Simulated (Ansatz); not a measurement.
Relaxation of a periodic cell of 24 atoms, CS$_{2}$ (contents 8 CS2, density as packed 1.41 g/cm³ with natural masses), to a largest force component of 0.3 eV/Å in at most 15 steps.

Theory: DFT PBE, scalar-relativistic, plane waves, PAW in Ansatz 0.2.0. Settings: accuracy low, cutoff 420 eV, k mesh 1x1x1, fermi-dirac smearing 0.02 eV, no spin polarisation.

```xyz
24
Lattice="8.9628 0.0000 0.0000 0.0000 8.9628 0.0000 0.0000 0.0000 8.9628" Properties=species:S:1:pos:R:3:forces:R:3
S 1.005 1.891 1.263 -1.33 0.16 0.06
C 1.515 0.420 1.381 -1.71 -0.69 -0.02
S 2.024 -1.051 1.499 -1.63 -1.29 0.05
S 5.544 2.679 0.850 1.52 1.33 1.11
C 5.286 2.947 2.366 1.09 0.94 -1.30
S 5.028 3.215 3.883 0.17 1.33 1.12
S 1.429 1.532 6.276 0.09 -0.05 0.00
C 2.081 0.214 6.799 -0.39 -0.30 -0.62
S 2.734 -1.104 7.323 -0.35 -0.66 -0.82
S 7.555 8.104 7.484 0.29 0.02 -0.06
C 7.660 6.704 6.802 0.23 0.15 0.10
S 7.764 5.303 6.121 -0.26 0.11 0.49
S 1.479 4.843 4.244 0.21 -0.07 -0.14
C 0.210 5.284 3.449 0.00 0.09 -0.43
S -1.059 5.726 2.655 0.43 -0.64 -0.34
S 5.133 7.954 2.016 0.98 -1.30 -0.28
C 5.326 6.930 0.853 0.08 -0.38 0.20
S 5.519 5.907 -0.310 -0.59 -0.29 0.17
S 3.652 1.073 2.920 -0.50 0.03 0.29
C 3.656 1.075 1.359 0.41 0.47 0.63
S 3.661 1.077 -0.202 0.98 0.50 -0.46
S 7.507 -0.788 4.051 -0.02 0.84 0.13
C 7.711 0.755 4.165 -0.06 -0.04 0.12
S 7.916 2.299 4.278 0.34 -0.28 0.02
```

Question: Where does it end, and by what steps?

Answer: The run ended unconverged. Limits of this set-up: coarse k mesh, low accuracy level. After 14 steps the energy has fallen by 6.057 eV; S18 moved furthest, 2.25 Å.

| step | energy less start (eV) | largest force component (eV/Å) | accepted |
| --- | --- | --- | --- |
| 0 | 0.0000 | 1.707 | yes |
| 1 | -1.9428 | 1.237 | yes |
| 2 | -3.1875 | 0.835 | yes |
| 3 | -4.0307 | 1.041 | yes |
| 4 | -4.5738 | 1.638 | yes |
| 5 | -4.9275 | 1.396 | yes |
| 6 | -5.2230 | 0.899 | yes |
| 7 | -5.4257 | 0.493 | yes |
| 8 | -5.5574 | 0.333 | yes |
| 9 | -5.6503 | 0.423 | yes |
| 10 | -5.7288 | 0.459 | yes |
| 11 | -5.8044 | 0.382 | yes |
| 12 | -5.8840 | 0.357 | yes |
| 13 | -5.9726 | 0.439 | yes |
| 14 | -6.0571 | 0.562 | yes |

```xyz
24
Lattice="8.9628 0.0000 0.0000 0.0000 8.9628 0.0000 0.0000 0.0000 8.9628" Properties=species:S:1:pos:R:3
S 0.074 1.877 1.122
C 0.673 0.447 0.908
S 1.276 -0.978 0.713
S 6.208 3.599 1.755
C 5.948 4.371 3.088
S 5.682 5.151 4.425
S 1.780 1.789 6.577
C 2.230 0.310 6.298
S 2.691 -1.166 6.034
S 7.206 7.938 7.504
C 7.804 6.498 7.420
S 8.409 5.053 7.347
S 2.320 4.611 4.492
C 1.194 4.989 3.479
S 0.066 5.372 2.471
S 4.719 6.860 1.069
C 4.246 5.741 0.089
S 3.777 4.601 -0.881
S 3.609 1.270 2.943
C 4.064 1.269 1.452
S 4.519 1.273 -0.047
S 7.274 -0.607 3.556
C 7.279 0.707 4.417
S 7.287 2.015 5.292
```

The run took 38 s on 1 CPU thread of a shared host.
